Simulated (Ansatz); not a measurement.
Reaction (ligand exchange at the Si–C bond): `OC([SiH3])[TeH]` + `[OH][Al]([OH])[O][SiH3]` → `[OH][Al]([O][SiH3])[O][SiH3]` + `OC[TeH]`

Isolated molecules relaxed with PBE0-D4/def2-TZVP in Ansatz; ΔE leaves out vibrations. CBS: MP2 limit from def2 TZ/QZ plus the TZ coupled-cluster correction, frozen cores. This one scheme is used for every species. DFT in def2-TZVPP. B3LYP here is the variant with VWN-RPA as its local correlation; programs differ in this. def2 core potentials past Kr. For Te outer-core shells are correlated without core-valence functions, which leaves a few kJ/mol of doubt a bond. Each species was taken in one conformer, which may not be the lowest.

```json
{"level": "PBE-D4", "ΔE (kJ/mol)": "-102.8", "difference from CCSD(T)/CBS": "13.4"}
{"level": "r2SCAN-D4", "ΔE (kJ/mol)": "-118.3", "difference from CCSD(T)/CBS": "-2.1"}
{"level": "PBE0-D4", "ΔE (kJ/mol)": "-111.4", "difference from CCSD(T)/CBS": "4.8"}
{"level": "B3LYP-D4", "ΔE (kJ/mol)": "-121.0", "difference from CCSD(T)/CBS": "-4.8"}
{"level": "ωB97X-V", "ΔE (kJ/mol)": "-119.2", "difference from CCSD(T)/CBS": "-3.0"}
{"level": "ωB97M-V", "ΔE (kJ/mol)": "-117.0", "difference from CCSD(T)/CBS": "-0.8"}
{"level": "B2PLYP", "ΔE (kJ/mol)": "-124.9", "difference from CCSD(T)/CBS": "-8.7"}
{"level": "PBE", "ΔE (kJ/mol)": "-106.3", "difference from CCSD(T)/CBS": "9.9"}
{"level": "r2SCAN", "ΔE (kJ/mol)": "-118.7", "difference from CCSD(T)/CBS": "-2.5"}
{"level": "PBE0", "ΔE (kJ/mol)": "-114.2", "difference from CCSD(T)/CBS": "2.0"}
{"level": "B3LYP", "ΔE (kJ/mol)": "-127.0", "difference from CCSD(T)/CBS": "-10.8"}
{"level": "HF/def2-TZVPP", "ΔE (kJ/mol)": "-151.9", "difference from CCSD(T)/CBS": "-35.7"}
{"level": "MP2/def2-TZVPP", "ΔE (kJ/mol)": "-117.6", "difference from CCSD(T)/CBS": "-1.4"}
{"level": "SCS-MP2/def2-TZVPP", "ΔE (kJ/mol)": "-124.4", "difference from CCSD(T)/CBS": "-8.2"}
{"level": "CCSD/def2-TZVPP", "ΔE (kJ/mol)": "-124.2", "difference from CCSD(T)/CBS": "-8.0"}
{"level": "CCSD(T)/def2-TZVPP", "ΔE (kJ/mol)": "-119.0", "difference from CCSD(T)/CBS": "-2.8"}
{"level": "HF/def2-QZVPP", "ΔE (kJ/mol)": "-154.0", "difference from CCSD(T)/CBS": "-37.8"}
{"level": "MP2/def2-QZVPP", "ΔE (kJ/mol)": "-116.8", "difference from CCSD(T)/CBS": "-0.6"}
{"level": "SCS-MP2/def2-QZVPP", "ΔE (kJ/mol)": "-123.7", "difference from CCSD(T)/CBS": "-7.5"}
{"level": "HF/CBS(def2)", "ΔE (kJ/mol)": "-154.3", "difference from CCSD(T)/CBS": "-38.1"}
{"level": "MP2/CBS(def2)", "ΔE (kJ/mol)": "-114.9", "difference from CCSD(T)/CBS": "1.3"}
{"level": "CCSD/CBS(def2)", "ΔE (kJ/mol)": "-121.4", "difference from CCSD(T)/CBS": "-5.2"}
{"level": "CCSD(T)/CBS", "ΔE (kJ/mol)": "-116.2", "difference from CCSD(T)/CBS": "0"}
```

Largest T1 diagnostic among the species: 0.012.

The D4 term adds +6.0 kJ/mol with B3LYP and +2.9 kJ/mol with PBE0; it sums over pairs of atoms, weighted by their polarisabilities, and B3LYP, whose exchange is more repulsive, gets the larger term. In def2-TZVPP, CCSD(T) changes the Hartree–Fock value by +32.9 kJ/mol (the triples alone add +5.2 kJ/mol) and MP2 by +34.3 kJ/mol.
